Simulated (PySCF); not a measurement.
C₇H₁₁NSSi.
SMILES with atom numbers: `[CH3:1][S:2][c:3]1[cH:4][cH:5][c:6]([NH:7][SiH3:8])[cH:9][cH:10]1` (hydrogens: H11, H12, H13 on C1; H14 on C4; H15 on C5; H16 on N7; H17, H18, H19 on Si8; H20 on C9; H21 on C10)

Cartesian coordinates in Å at the PBE0-D3(BJ)/def2-SVP level; atoms count from 1:
```
atom  x, y, z in Å
C1     3.877    0.618   -0.688
S2     3.118    1.277    0.801
C3     1.446    0.725    0.672
C4     0.923   -0.002   -0.401
C5    -0.415   -0.391   -0.415
C6    -1.279   -0.069    0.641
N7    -2.612   -0.455    0.630
Si8   -3.452   -1.333   -0.622
C9    -0.746    0.663    1.717
C10    0.585    1.050    1.732
H11    3.824   -0.480   -0.722
H12    3.432    1.044   -1.600
H13    4.934    0.917   -0.641
H14    1.552   -0.277   -1.248
H15   -0.785   -0.960   -1.273
H16   -3.140   -0.165    1.444
H17   -4.853   -1.467   -0.130
H18   -2.857   -2.686   -0.853
H19   -3.433   -0.607   -1.929
H20   -1.393    0.931    2.557
H21    0.968    1.616    2.584
```

Jobs on this species (21 atoms, 90 electrons) with PySCF (density fitting). Hardware of each: Arm Neoverse V2, one thread, on a shared host. The host was shared with other jobs, so the times are rough. Peak memory is the resident size of the whole Python process, interpreter and libraries included.

```json
{"level and settings": "PBE0/pcSseg-1, IEF-PCM water", "work": "shieldings, ring-centre shieldings", "basis functions": "239", "SCF cycles": "?", "wall time": "?", "peak memory": "?"}
{"level and settings": "PBE0-D3(BJ)/def2-SVP, grid level 1", "work": "geometry optimisation from a GFN2-xTB start shaken at random", "basis functions": "203", "SCF cycles": "86", "wall time": "4.2 min", "peak memory": "0.89 GiB"}
{"level and settings": "PBE0/pcSseg-1, IEF-PCM methanol", "work": "shieldings, ring-centre shieldings, charges and field gradients", "basis functions": "239", "SCF cycles": "14", "wall time": "45 s", "peak memory": "1.3 GiB"}
```

Problem. Fill in the missing figures.

Solution. 
- PBE0/pcSseg-1, IEF-PCM water; shieldings, ring-centre shieldings: 45 s, 1.3 GiB, 14 SCF cycles

Problem. What do all jobs in the table cost together?

Solution. About 5.7 min; the longest takes about 74 % of that, and about 5.6 times as long as the shortest.
